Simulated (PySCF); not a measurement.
One conformer, in vacuum, equivalent nuclei averaged, relativity neglected. PBE0/pcSseg-1 with gauge-including orbitals; geometry from GFN2-xTB; PySCF 2.14.0 with density-fitted response routines.

Referencing at the same level of theory: TMS for ¹H (σ = 31.72 ppm), ¹³C (σ = 186.93 ppm). Shifts are as computed. Against solution values, carbons near 30 ppm lie about +3 ppm off and those near 130 ppm about +5 ppm; carbons on Cl a further +6 ppm. Of 1211 compounds with measured shifts, 218 miss one by over three times the rms of a fit or turn the order of signals round; such compounds aren't used in these exercises. Carbons bonded to Cl come out too deshielded.

Problem. Order these molecules by the shift of their most shielded carbon-bound hydrogen, lowest δ first.
A. COc1cccc2c1[C@H](F)CO2
B. C#CP(C=C)c1cccnc1
C. CC#CC(=O)C(=O)[SiH2][SiH2]P
D. CCOC(=O)C#CCCl

Solution. D (1.31 ppm, hydrogen on a methyl carbon), C (2.42 ppm, hydrogen on a propargylic methyl carbon), B (2.87 ppm, hydrogen on a terminal alkyne carbon), A (4.06 ppm, hydrogen on a methyl carbon bonded to O).

Problem. Order these molecules by the shift of their most shielded carbon, lowest δ first.
A. CC#CC(=O)C(=O)[SiH2][SiH2]P
B. CCOC(=O)C#CCCl
C. C#CP(C=C)c1cccnc1
D. COc1cccc2c1[C@H](F)CO2

Solution. A (6.6 ppm, propargylic methyl carbon), B (16.5 ppm, methyl carbon), D (56.1 ppm, methyl carbon bonded to O), C (85.4 ppm, alkyne carbon).

Problem. How many ¹³C and ¹H signals does each give (equivalence by symmetry and fast rotation, but not about amide C–N or C=N bonds)? `CCOC(=O)C#CCCl`, `C#CP(C=C)c1cccnc1`, `COc1cccc2c1[C@H](F)CO2`, `CC#CC(=O)C(=O)[SiH2][SiH2]P`

Solution. CCOC(=O)C#CCCl: 6 C, 3 H; C#CP(C=C)c1cccnc1: 9 C, 8 H; COc1cccc2c1[C@H](F)CO2: 9 C, 7 H; CC#CC(=O)C(=O)[SiH2][SiH2]P: 5 C, 4 H.
